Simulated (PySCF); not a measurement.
# How methods differ on the ionisation energy of Pt³⁷⁺

Pt³⁷⁺ [Kr] 4d5 (6S) → Pt³⁸⁺ [Kr] 4d4 (5D), as a difference of total energies. Calculation: PySCF 2.14, in an even-tempered Gaussian basis (19 s from 3.5 bohr⁻², ratio 2.5; 14 p from 4.6 bohr⁻², ratio 2.5; 9 d from 4.6 bohr⁻², ratio 2.5; 4 f from 21 bohr⁻², ratio 2.7; 3 g from 32 bohr⁻², ratio 2.7); scalar relativity by spin-free X2C-1e. Correlated levels: outer shells: [Ar] 3d10 frozen; virtual orbitals above 40 to 60 times the deepest correlated orbital energy dropped. The calculations carry no spin-orbit coupling.

```csv
method,ionisation energy (eV)
UHF,1698.8
LDA,1698.5
PBE,1698.6
PBE0,1699.1
r2SCAN,1699.7
MP2 (outer shells),1698.9
SCS-MP2 (outer shells),1698.7
```

Spin-orbit coupling is strong in these open shells (close to jj coupling). The scalar numbers leave it out and a first-order estimate fails, so it can dominate the gap to the real levels.

Breit and QED terms and the two-electron picture change are absent.

For comparison: 1680 ± 4 eV (theoretical estimate listed by NIST; NIST Atomic Spectra Database, ionization energies).
